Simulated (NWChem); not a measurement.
System: InH$_{3}$S$_{2}$; SMILES [SH][InH][SH]

```xyz
6

In     0.0000     0.0000    -0.4948
H      0.0000     0.0000    -2.2108
S     -1.9964     0.0000     0.8414
H     -2.8159     0.0000    -0.2335
S      1.9964     0.0000     0.8414
H      2.8159     0.0000    -0.2335
```
Atoms are numbered in this order, from 1.

Program: NWChem. Structure relaxed at the PBE0/def2-SVP level. No frequency run checked for a minimum. def2 effective core potentials on In; no spin-orbit coupling. Ions are spin-unrestricted doublets at the neutral geometry; other ion states weren't tried.

For level B3LYP/def2-SVP:

```
Quantity                               Value
-------------------------------------  -----
vertical ionisation energy, ΔSCF (eV)   9.08
−ε(HOMO) (eV)                           6.89
```

Task: How do the values read with level PBE/def2-SVP instead?

Result: The vertical ionisation energy, ΔSCF (eV) comes out as 8.85. The −ε(HOMO) (eV) comes out as 5.98.
